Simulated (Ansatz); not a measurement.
Born–Oppenheimer molecular dynamics of AlCl2FH2 (6 atoms, charge 0, multiplicity 1). It starts at the highest image of a converged band, a first-order saddle point between two minima.

Computed with RKS revPBE-D4/6-31G* in Ansatz 0.2.0.

```
ensemble                      : NVE (velocity Verlet)
time step                     : 0.5 fs
steps asked                   : 200
starting velocities drawn for : 100 K
seed                          : 6380
```

First frame:

```xyz
6
Properties=species:S:1:pos:R:3
Al 0.016 -0.175 -0.008
H 0.016 0.138 1.637
Cl 1.839 0.162 -1.010
Cl -1.830 0.096 -0.990
F 0.049 -1.927 0.839
H 0.038 -1.192 1.603
```

(1) How far do the bonds stretch over the last three quarters of this one trajectory? (Pairs bonded in most of those frames.)

Answers

(1) 
```csv
bond,mean (Å),spread (Å),shortest,longest
Al1–H2,1.607,0.032,1.56,1.67
Al1–Cl3,2.133,0.024,2.10,2.17
Al1–Cl4,2.131,0.015,2.12,2.16
Al1–F5,2.104,0.066,1.95,2.16
F5–H6,0.968,0.026,0.93,1.03
```

Mean temperature of the second half: 139 K. The conserved energy stayed within 0.053 meV per atom of its start (net change 0.02 meV per atom), so the integration is sound. The kinetic energy rose, since the run started high on the potential surface and went downhill. A run of 0.1 ps of so small a system gives no equilibrium averages. The orbitals stay closed-shell, which can raise the energy where a bond breaks towards radicals; this wasn't checked here.

Time of the run: 6.6 min on 1 thread of AMD EPYC 7R43 64-Core Processor (Zen 3), on a shared host, peak memory 0.17 GiB.
